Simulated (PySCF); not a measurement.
# Computed properties of C5H4F2O, SMILES C=C=COC=C(F)F

C5H4F2O, SMILES C=C=COC=C(F)F. Geometry optimised at PBE0-D3(BJ)/def2-SVP. This is a generated structure with no PubChem entry under its InChIKey; it may be hypothetical. The values are those of a single conformer. All values are computed for the isolated molecule unless a solvent is named; none is compared with measurement here.

**Structure.** All 30 harmonic modes at PBE0-D3(BJ)/def2-SVP (PySCF) are real, so it is a minimum. With heavy atoms numbered as in [CH2:1]=[C:2]=[CH:3][O:4][CH:5]=[C:6]([F:7])[F:8], the shortest bond between them is C6–F8 at 1.307 Å and the longest C3–O4 at 1.363 Å.

**Vibrations.** The strongest infrared lines (harmonic, unscaled, degenerate partners summed) lie at 1331 cm⁻¹ (589 km/mol, C 43 %, O 32 %, H 20 %), 1419 cm⁻¹ (197 km/mol, C 65 %, F 17 %, H 17 %), 1879 cm⁻¹ (96 km/mol, C 94 %). The softest mode is at 29 cm⁻¹ and the zero-point energy is 49.9 kcal/mol.

**Electronic structure.** ωB97X/def2-TZVP (PySCF) places the frontier levels at -8.84 and 1.65 eV, a gap of 10.49 eV, and gives a dipole moment of 1.94 D. PBE/def2-TZVP (PySCF) at the same geometry gives -5.32 and -1.56 eV, so its gap is 6.73 eV narrower. An orbital gap is neither the optical nor the fundamental gap.

**Excitations.** TDA-B3LYP/def2-SVPD (PySCF) has S1 at 4.36 eV (284 nm, f = 0.001, dark); the most intense of the 6 singlets computed lies at 6.01 eV (f = 0.28). T1 (TDA) is at 4.01 eV, 0.35 eV under S1. TDA-PBE/def2-SVPD (PySCF) puts S1 at 3.89 eV. No vertical singlet excitation falls in the visible range (under 3.1 eV).

**NMR.** GIAO shifts at B3LYP/pcSseg-1 (PySCF) (non-relativistic, atoms alike by connectivity averaged): ¹³C from 101.1 to 221.1 ppm against TMS; ¹H from 6.0 to 7.2 ppm against TMS; ¹⁹F at -118.5 ppm against CFCl3.

**Solvation.** SMD-ωB97X/6-31G* (PySCF) gives 2.3 kcal/mol in water, -2.1 kcal/mol in acetonitrile, -0.6 kcal/mol in dimethylsulfoxide (1 M in both phases, gas-phase geometry); of these solvents acetonitrile holds the molecule best.
